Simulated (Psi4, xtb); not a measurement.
Relaxed torsion scan: C₂H₄OS, SMILES O/C=C\S. Scanned: dihedral C2–C3–S4–H8; all other coordinates were relaxed at B3LYP-D3(BJ)/def2-SVP. Points at φ and −φ are mirror images. Heavy atoms are numbered in the order of the SMILES O/C=C\S, hydrogens after them in the order of the atoms that carry them; the mirror image has the same energies with the sign of each dihedral reversed.

Methods: PBE0-D3(BJ)/def2-TZVP // B3LYP-D3(BJ)/def2-SVP (Psi4); r2SCAN/def2-TZVP // B3LYP-D3(BJ)/def2-SVP (Psi4); GFN1-xTB // B3LYP-D3(BJ)/def2-SVP (xtb); MP2/cc-pVTZ = DF-MP2 (frozen core)/cc-pVTZ // B3LYP-D3(BJ)/def2-SVP run with Psi4 1.11.

Energies relative to the lowest point of each profile, in kcal/mol:

```tsv
φ / °	PBE0-D3(BJ)/def2-TZVP	r2SCAN/def2-TZVP	GFN1-xTB
-150	2.4	2.1	0.1
-120	0.3	0.3	0.0
-90	0.0	0.0	0.3
-60	1.3	1.2	0.6
-30	3.5	3.2	0.5
0	5.4	5.2	0.2
30	3.5	3.2	0.5
60	1.3	1.2	0.6
90	0.0	0.0	0.3
120	0.3	0.3	0.0
150	2.4	2.1	0.1
180	4.2	3.8	0.0
```

Estimate the MP2/cc-pVTZ values at these points.

-150: 2.2; -120: 0.3; -90: 0.0; -60: 1.1; -30: 3.0; 0: 5.0; 30: 3.0; 60: 1.1; 90: 0.0; 120: 0.3; 150: 2.2; 180: 3.9 (kcal/mol).
